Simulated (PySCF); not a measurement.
**Electronic structure of Rb²⁺ (rubidium, charge +2) at the UHF level**

Configuration: [Ar] 3d10 4s2 4p5, 2P determinant. Calculation: PySCF 2.14, in x2c-SVPall (6s4p5d1f, 50 functions); the spin-free X2C one-electron Hamiltonian (Gaussian nucleus).

| Quantity | Value |
| --- | --- |
| Total energy | -2977.676774 hartree |
| One-electron energy | -4099.8645 hartree |
| Hartree (Coulomb) energy | 1221.2753 hartree |
| Exchange energy | -99.0875 hartree |
| ⟨S²⟩ | 0.7551 |
| ⟨L²⟩ | 2.020 |
| Sum of ⟨r⟩ | 22.28 bohr |
| Sum of ⟨r²⟩ | 28.15 bohr² |
| Traceless quadrupole moment −½Σ⟨3z² − r²⟩ along its main axis | 1.25 e·bohr² |
| Langevin diamagnetic susceptibility | -22.3 ×10⁻⁶ cm³/mol |
| Time after the integrals | 0.19 s of wall time on 1 thread of Neoverse-V1 (shared host) |

| shell | electrons | mean orbital energy (hartree) | spread (hartree) | rms radius, mean of both spins (bohr) |
| --- | --- | --- | --- | --- |
| 1s α | 1 | -562.68552 | 0 | 0.0464 |
| 1s β | 1 | -562.67992 | 0 | 0.0464 |
| 2s α | 1 | -78.35514 | 0 | 0.192 |
| 2s β | 1 | -78.35206 | 0 | 0.192 |
| 2p α | 3 | -69.40249 | 0.01022 | 0.171 |
| 2p β | 3 | -69.39617 | 0.00402 | 0.171 |
| 3s α | 1 | -13.44058 | 0 | 0.543 |
| 3s β | 1 | -13.42966 | 0 | 0.543 |
| 3p α | 3 | -10.46415 | 0.03246 | 0.557 |
| 3p β | 3 | -10.44961 | 0.00225 | 0.557 |
| 3d α | 5 | -5.53237 | 0.03002 | 0.575 |
| 3d β | 5 | -5.52504 | 0.01699 | 0.575 |
| 4s α | 1 | -2.33082 | 0 | 1.59 |
| 4s β | 1 | -2.20547 | 0 | 1.59 |
| 4p α | 3 | -1.53749 | 0.07689 | 1.85 |
| 4p β | 2 | -1.48647 | 0 | 1.85 |

Densities and radii are taken from the X2C orbitals without a picture-change correction, which distorts them close to the nucleus.
